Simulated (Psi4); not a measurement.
C2H5S, doublet, geometry from GFN2-xTB. Base run: Psi4 1.11 with CCSD(T)/3-21G.

Psi4 was given this input:
```
memory 2 GB

molecule mol {
0 2
C     1.532999    0.714509   -0.079825
C     0.060960    0.703789   -0.227148
S    -0.805172   -0.736694    0.183518
H    -2.028457   -0.249353   -0.032406
H    -0.412016    1.361714   -0.934643
H     1.879380    1.727720    0.127027
H     1.836955    0.060930    0.735667
H     2.043143    0.376296   -0.990087
}

set {
  basis 3-21g
  reference uhf
}

energy('ccsd(t)')
print_variables()
```

Variants of this job, named by their change:

| change | ΔE vs base (kcal/mol) | MP2 correlation (Eh) | basis functions | core-seconds (rough) | outcome |
|---|---|---|---|---|---|
| base | 0.000 | -0.22894 | 41 | 20 | converged |
| method = mp2.5 | 18.64 | -0.22884 | 41 | 3 | converged |
| method = mp3 | 10.75 | -0.22884 | 41 | 3 | converged |
| method = omp2 | 24.62 | -0.22884 | 41 | 5 | converged |
| method = scs-mp2 | 23.77 | -0.22894 | 41 | 2 | converged |
| freeze_core = on | 4.96 | -0.22050 | 41 | 6 | converged |
| method = cisd | - | - | - | - | input refused |
| puream = on | 0.000 | -0.22894 | 41 | 20 | converged |
| puream = off | 0.000 | -0.22894 | 41 | 20 | converged |
| method = lccd | 2.52 | -0.22894 | 41 | 5 | converged |

Open shells are given as the SCF converged; they aren't shown to be the lowest states, and a large step between rows can be another state.

- method = cisd: ended with `psi4.driver.p4util.exceptions.MissingMethodError: Method=cisd is not available for any derivative level under conditions CI_TYPE=CONV, REFERENCE=UHF, FREEZE_CORE=FALSE, QC_MODULE=(auto). See https://psicode.org/psi4manual/master/introduction.html#ss-cisd. Or d`
